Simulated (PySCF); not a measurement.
3,3-difluorocyclobutene (C4H4F2), SMILES FC1(F)C=CC1.

Coordinates come from a B3LYP-D3(BJ)/def2-SVP optimisation.

Two levels are set side by side: PBE/def2-TZVP (PySCF) and M06-2X/def2-TZVP (PySCF). Same geometry, gas phase. Differences are taken from unrounded values.

```csv
quantity,M06-2X,PBE,PBE minus M06-2X
orbital gap (eV),9.78,5.34,-4.44
highest occupied level (eV),-9.42,-6.96,2.46
lowest empty level (eV),0.36,-1.62,-1.98
dipole moment (D),2.62,2.34,-0.28
mean polarisability (bohr³),44.1,46.0,1.9
```

Without exact exchange PBE keeps part of each electron's self-repulsion, which lifts occupied levels and narrows the gap. PBE's more diffuse valence density responds more strongly to a field. Differences between two approximate levels are no errors against the true value.

Rough cost on one machine, each run with all the roots and properties that it gave: M06-2X against PBE about 4 times.
